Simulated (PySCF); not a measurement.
# Cadmium: a sound run and one with changed settings

Sound run: Cd+ [Kr] 4d10 5s1, Cd(2+) [Kr] 4d10. Calculation: PySCF 2.14, in aug-cc-pVDZ-PP with ECP28MDF (5s5p4d2f, 54 functions); a scalar-relativistic core potential. In the sound run the correlated levels freeze 4s2 4p6 outside the core potential. The sound run starts from symmetry-adapted Hartree-Fock orbitals and uses a fine grid where one is needed.

Changed run: initial guess minao, at most 8 SCF cycles. This setting is unsound on purpose.

```csv
species,method,sound run (hartree),changed run (hartree),converged
Cd+,UHF,-166.56589,-166.56589,yes
Cd+,PBE0,-167.39998,-167.39998,yes
Cd+,B3LYP,-167.46026,-167.46026,yes
Cd+,MP2,-166.89654,-166.89654,yes
Cd(2+),UHF,-165.99631,-165.99631,yes
Cd(2+),PBE0,-166.77685,-166.77685,yes
Cd(2+),B3LYP,-166.82518,-166.82518,yes
Cd(2+),MP2,-166.28660,-166.28660,yes
```

Ionisation energy of Cd+:

| method | sound run (eV) | changed run (eV) |
| --- | --- | --- |
| UHF | 15.499 | 15.499 |
| PBE0 | 16.956 | 16.956 |
| B3LYP | 17.281 | 17.281 |
| MP2 | 16.597 | 16.597 |
| SCS-MP2 | 16.428 | 16.428 |

Here the setting changes nothing at the digits shown.

For comparison, NIST gives 16.908 eV between the lowest levels.
